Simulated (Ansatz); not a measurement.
One change: `O[SiH3]` becomes `[SiH3][O][ZnH]`.

Ansatz, PBE0-D4/def2-TZVP geometries, multiplicity 1. 

Scalar relativity is left out up to krypton.

| property | `O[SiH3]` |
| --- | --- |
| HOMO energy (B3LYP/def2-TZVPP) / eV | -8.52 |
| size of the dipole moment (ωB97M-V/def2-TZVPP) / D | 1.32 |
| HOMO–LUMO gap (ωB97M-V/def2-TZVPP) / eV | 12.71 |
| LUMO energy (PBE0/def2-TZVPP) / eV | 0.04 |
| size of the dipole moment (PBE/def2-TZVPP) / D | 1.27 |
| HOMO energy (PBE/def2-TZVPP) / eV | -7.21 |

Problem. Give the same properties after the change, and the shifts. (Best estimate.)

Solution. Computed: 
```tsv
property	`[SiH3][O][ZnH]`	shift
HOMO energy (B3LYP/def2-TZVPP) / eV	-8.00	0.52
size of the dipole moment (ωB97M-V/def2-TZVPP) / D	1.75	0.43
HOMO–LUMO gap (ωB97M-V/def2-TZVPP) / eV	11.39	-1.32
LUMO energy (PBE0/def2-TZVPP) / eV	-0.53	-0.57
size of the dipole moment (PBE/def2-TZVPP) / D	1.68	0.41
HOMO energy (PBE/def2-TZVPP) / eV	-6.81	0.40
```

With PBE0 the HOMO rises by 0.53 eV and the LUMO falls by 0.57 eV, so the gap narrows by about 1.10 eV. PBE moves the HOMO by 0.40 eV and ωB97M-V by 0.54 eV. The zero-point energy changes by -7.9 kJ/mol with +3 modes. Dipoles are sizes alone; their direction can turn.

B3LYP here is the variant with VWN-RPA as its local correlation; programs differ in this.
